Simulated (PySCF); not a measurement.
Bonds (- single, = double, # triple, : aromatic): C1=C2, C2-C3, C3:C4, C4:C5, C5:C6, C6:C7, C7:C8, C8-O9, O9-C10, C8:C3. C1 carries H11, H12; C2 carries H13; C4 carries H14; C5 carries H15; C6 carries H16; C7 carries H17; C10 carries H18, H19, H20. H11 is cis to C3; H12 is trans to C3.

Computational details: structure optimised with GFN2-xTB, GIAO PBE0/pcSseg-1 shieldings, in PySCF 2.14 (one conformer, fast rotation and ring inversion assumed for equivalent nuclei, relativity neglected, no solvent).

Scale: ¹³C (σ = 186.93 ppm), ¹H (σ = 31.72 ppm) against TMS; ¹⁷O (σ = 336.08 ppm) against H2O (reference shieldings calculated alike).

```json
{"atoms": "H14", "nucleus": "¹H", "count": "1", "δ (ppm)": "?"}
{"atoms": "C5", "nucleus": "¹³C", "count": "1", "δ (ppm)": "?"}
{"atoms": "H17", "nucleus": "¹H", "count": "1", "δ (ppm)": "6.76"}
{"atoms": "H12", "nucleus": "¹H", "count": "1", "δ (ppm)": "5.55"}
{"atoms": "H16", "nucleus": "¹H", "count": "1", "δ (ppm)": "7.49"}
{"atoms": "O9", "nucleus": "¹⁷O", "count": "1", "δ (ppm)": "?"}
{"atoms": "C6", "nucleus": "¹³C", "count": "1", "δ (ppm)": "?"}
{"atoms": "H11", "nucleus": "¹H", "count": "1", "δ (ppm)": "6.02"}
{"atoms": "H18/H19/H20", "nucleus": "¹H", "count": "3", "δ (ppm)": "?"}
{"atoms": "C8", "nucleus": "¹³C", "count": "1", "δ (ppm)": "163.0"}
{"atoms": "H13", "nucleus": "¹H", "count": "1", "δ (ppm)": "7.61"}
{"atoms": "C4", "nucleus": "¹³C", "count": "1", "δ (ppm)": "130.0"}
{"atoms": "C10", "nucleus": "¹³C", "count": "1", "δ (ppm)": "55.8"}
{"atoms": "C3", "nucleus": "¹³C", "count": "1", "δ (ppm)": "131.6"}
{"atoms": "C7", "nucleus": "¹³C", "count": "1", "δ (ppm)": "?"}
{"atoms": "C2", "nucleus": "¹³C", "count": "1", "δ (ppm)": "138.6"}
{"atoms": "H15", "nucleus": "¹H", "count": "1", "δ (ppm)": "7.22"}
{"atoms": "C1", "nucleus": "¹³C", "count": "1", "δ (ppm)": "117.6"}
```

Estimate the values marked ?.

Answers


- C6: 134.4 ppm, aromatic CH; the aromatic region
- C5: 125.4 ppm, aromatic CH
- C7: 112.7 ppm, aromatic CH; resonance donation from the substituent shields this position
- H14: 7.97 ppm, hydrogen on an aromatic CH; it sits in the deshielding region of the aromatic ring current
- H18/H19/H20: 3.99 ppm, hydrogen on a methyl carbon bonded to O; its carbon carries O, hence the downfield position
- O9: 100.5 ppm, ether oxygen

Shifts are as computed. Against solution values, carbons near 30 ppm lie about +3 ppm off and those near 130 ppm about +5 ppm. Of 1211 compounds with measured shifts, 218 miss one by over three times the rms of a fit or turn the order of signals round; such compounds aren't used in these exercises. Experimental scales use liquid or dissolved standards, which lie at an offset from isolated H2O (liquid H2O: subtract about 36 ppm).
